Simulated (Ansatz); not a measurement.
Abridged output of a molecular run in Ansatz:

```
Functional definition: HF
1035 factors; integrals over basis functions are off by at most 1.1e-3 eV
mean field evaluation 1: about -21447.2365 eV, gradient 4.0e1 eV
mean field evaluation 2: about -21447.2501 eV, gradient 4.0e1 eV
mean field evaluation 4: about -21450.8491 eV, gradient 3.2e0 eV
mean field evaluation 8: about -21450.8847 eV, gradient 1.9e-4 eV
mean field -21450.88474818 eV, -788.3054745637 hartree, gradient 1.8e-6 eV, S^2 0.000000; 0 other end points of the search recorded, 0 dependent functions left out
11 core orbitals not correlated: weight in the atoms' cores, before any rotation towards them, 1.000 or more for the frozen orbitals, at most 0.000 for the correlated occupied ones
reference -21450.88474818 eV, -788.3054745637 hartree; 18, 18 occupied and 68, 68 virtual orbitals, 1035 factors
second order -15.78527964 eV of doubles, -0.00000000 eV of singles
cycle   1  -16.44657691 eV  change   -6.6e-1 eV  update   9.2e-2
cycle   2  -16.83374880 eV  change   -3.9e-1 eV  update   2.8e-2
cycle   3  -16.93698058 eV  change   -1.0e-1 eV  update   1.5e-2
cycle   4  -16.93676329 eV  change    2.2e-4 eV  update   3.3e-3
cycle   5  -16.93552000 eV  change    1.2e-3 eV  update   1.3e-3
cycle   6  -16.93555218 eV  change   -3.2e-5 eV  update   4.4e-4
cycle   7  -16.93542486 eV  change    1.3e-4 eV  update   1.7e-4
cycle   8  -16.93541100 eV  change    1.4e-5 eV  update   5.1e-5
cycle   9  -16.93542079 eV  change   -9.8e-6 eV  update   1.8e-5
perturbative correction -0.40900495 eV, -0.0150306547 hartree
Total energy: -21468.22917392 eV, -788.9428704533 hartree
```

Its atoms:

Z-matrix (Å, degrees):
```
C
Sn 1 2.113
H 1 1.089 2 110.0
H 1 1.089 2 108.2 3 119.8
H 1 1.090 2 109.6 3 -120.8
O 2 1.957 1 105.1 3 -175.3
Cl 2 2.339 1 109.1 3 -61.7
H 2 1.706 1 120.2 3 60.0
H 6 0.960 2 113.9 1 167.9
```

Task: Which basis set was used?
A. def2-SVPD
B. def2-QZVPP
C. def2-SVP
D. def2-TZVPP

Result: C. It gives 97 functions.

Task: Write the keys of the input that set method, charge and spin (a neutral closed shell needs none for the last two).

Result: 
```yaml
correlation: {method: ccsd_t}
```
